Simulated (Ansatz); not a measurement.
`N[Si](N)(Cl)Cl` + `N[SiH3]` → `N[SiH2][Si](N)(Cl)Cl` + NH₃  (formal exchange of groups at the Si–N bond)

Calculated with Ansatz (gas phase, PBE0-D4/def2-TZVP geometries, no zero-point term in ΔE). CBS: MP2 limit from def2 TZ/QZ plus the TZ coupled-cluster correction, frozen cores. This one scheme is used for every species. DFT in def2-TZVPP. One conformer a species, not always the lowest.

```json
{"level": "PBE-D4", "ΔE (kJ/mol)": "55.8", "difference from CCSD(T)/CBS": "-20.9"}
{"level": "r2SCAN-D4", "ΔE (kJ/mol)": "74.7", "difference from CCSD(T)/CBS": "-2.0"}
{"level": "ωB97X-V", "ΔE (kJ/mol)": "76.4", "difference from CCSD(T)/CBS": "-0.3"}
{"level": "ωB97M-V", "ΔE (kJ/mol)": "81.9", "difference from CCSD(T)/CBS": "5.2"}
{"level": "PBE", "ΔE (kJ/mol)": "60.4", "difference from CCSD(T)/CBS": "-16.3"}
{"level": "r2SCAN", "ΔE (kJ/mol)": "76.4", "difference from CCSD(T)/CBS": "-0.3"}
{"level": "PBE0", "ΔE (kJ/mol)": "69.2", "difference from CCSD(T)/CBS": "-7.5"}
{"level": "HF/def2-TZVPP", "ΔE (kJ/mol)": "99.6", "difference from CCSD(T)/CBS": "22.9"}
{"level": "SCS-MP2/def2-QZVPP", "ΔE (kJ/mol)": "85.3", "difference from CCSD(T)/CBS": "8.6"}
{"level": "MP2/CBS(def2)", "ΔE (kJ/mol)": "81.9", "difference from CCSD(T)/CBS": "5.2"}
{"level": "CCSD(T)/CBS", "ΔE (kJ/mol)": "76.7", "difference from CCSD(T)/CBS": "0"}
```

Largest T1 diagnostic among the species: 0.010.

In def2-TZVPP, CCSD(T) changes the Hartree–Fock value by −21.3 kJ/mol (the triples alone add −3.6 kJ/mol) and MP2 by −16.0 kJ/mol. The D4 term adds −7.3 kJ/mol with B3LYP and −4.7 kJ/mol with PBE0; it sums over pairs of atoms, weighted by their polarisabilities, and B3LYP, whose exchange is more repulsive, gets the larger term.

B3LYP here is the variant with VWN-RPA as its local correlation; programs differ in this.
